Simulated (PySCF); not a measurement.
Hexachloroethane, C2Cl6.
SMILES with atom numbers: `[Cl:1][C:2]([Cl:3])([Cl:4])[C:5]([Cl:6])([Cl:7])[Cl:8]`

Computed by this run: PBE0-D3(BJ)/def2-SVP geometry optimisation, gas phase (PySCF); density fitting, grid level 2; the optimiser is geomeTRIC in internal coordinates, started from a GFN2-xTB structure.

Geometry at step 0:
```
atom  x, y, z in Å
Cl1    -1.0360    1.8206   -0.4916
C2     -0.7150    0.2094    0.1674
Cl3    -1.8519   -0.9513   -0.5359
Cl4    -0.9201    0.2416    1.9254
C5      0.7173   -0.2070   -0.1735
Cl6     1.0383   -1.8183    0.4851
Cl7     1.8543    0.9532    0.5300
Cl8     0.9222   -0.2388   -1.9315
```

**Question.** What forces act on the atoms?

**Answer.** 
```json
{"atom": "Cl1", "Fx (eV/Å)": "-0.059", "Fy (eV/Å)": "0.015", "Fz (eV/Å)": "0.014"}
{"atom": "C2", "Fx (eV/Å)": "-0.938", "Fy (eV/Å)": "0.266", "Fz (eV/Å)": "0.220"}
{"atom": "Cl3", "Fx (eV/Å)": "-0.055", "Fy (eV/Å)": "0.024", "Fz (eV/Å)": "0.017"}
{"atom": "Cl4", "Fx (eV/Å)": "-0.058", "Fy (eV/Å)": "0.016", "Fz (eV/Å)": "0.011"}
{"atom": "C5", "Fx (eV/Å)": "0.938", "Fy (eV/Å)": "-0.268", "Fz (eV/Å)": "-0.222"}
{"atom": "Cl6", "Fx (eV/Å)": "0.057", "Fy (eV/Å)": "-0.015", "Fz (eV/Å)": "-0.014"}
{"atom": "Cl7", "Fx (eV/Å)": "0.056", "Fy (eV/Å)": "-0.021", "Fz (eV/Å)": "-0.016"}
{"atom": "Cl8", "Fx (eV/Å)": "0.058", "Fy (eV/Å)": "-0.017", "Fz (eV/Å)": "-0.010"}
```

The largest, 1.00 eV/Å, acts on C5 (C2 within 3 % of it); the rms over all components is 0.290 eV/Å. The forces sum to zero within rounding, as they must for an isolated molecule in no field.

**Question.** Give the force on C5 in Eh/bohr and in nN.

**Answer.** 1.000 eV/Å ÷ 51.422 = 0.01945 Eh/bohr, and 1.000 eV/Å × 1.602 = 1.60 nN.

**Question.** How far is this geometry from the end of the optimisation?

**Answer.** 0.025 eV above it, and 0.019 Å rms away after alignment. The bonds farthest from their final lengths, with half the difference of the two atoms' forces along the bond (positive lengthens):

```tsv
bond	now (Å)	final (Å)	force along bond (eV/Å)
C2–C5	1.530	1.578	+1.00
C2–Cl3	1.770	1.767	-0.16
C5–Cl7	1.770	1.767	-0.16
C5–Cl8	1.770	1.767	-0.16
C2–Cl4	1.770	1.767	-0.16
C5–Cl6	1.770	1.767	-0.16
```

What follows is the cost of the whole optimisation. Time: 41 s wall; peak memory 0.72 GiB. Hardware: one thread of an Arm Neoverse V1, on a shared host.
